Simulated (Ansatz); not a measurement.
HISe$_{2}$, singlet, geometry from GFN2-xTB (all electrons, no relativity); Ansatz (a first-principles code) with CASSCF(2,4)/STO-3G.

Input for Ansatz:
Ansatz 0.2 input:
```yaml
crystal:
  periodic: [false, false, false]
  atoms:
    - {symbol: Se, position_ang: [0.18468203, 0.16420023, 1.08101922]}
    - {symbol: I, position_ang: [0.22990650, -1.50497014, -0.80279369]}
    - {symbol: Se, position_ang: [-0.48633948, 2.12490768, 0.16101144]}
    - {symbol: H, position_ang: [-1.92869172, 1.93374840, 0.31902348]}
basis:
  gaussian:
    orbitals: STO-3G
hamiltonian:
  xc: hf
magnetization: {spin_polarized: false}
correlation: {active_space: {window: {electrons: 2, orbitals: 4}}}
```

Output, abridged:

```
Functional definition: HF
655 factors; integrals over basis functions are off by at most 1.7e-5 eV
mean field evaluation 1: about -315608.4888 eV, gradient 8.7e0 eV
mean field evaluation 2: about -315608.5177 eV, gradient 8.7e0 eV
mean field evaluation 4: about -315609.0333 eV, gradient 3.3e-1 eV
mean field evaluation 8: about -315609.0387 eV, gradient 1.9e-6 eV
mean field -315609.03868002 eV, -11598.4182440008 hartree, gradient 3.1e-6 eV, S^2 0.000000; 0 other end points of the search recorded, 0 dependent functions left out
reference -315609.03868002 eV, -11598.4182440008 hartree; 61, 61 occupied and 3, 3 virtual orbitals, 655 factors
state -315609.44982301 eV, -11598.4333532269 hartree
Total energy: -315609.44982301 eV, -11598.4333532269 hartree
```
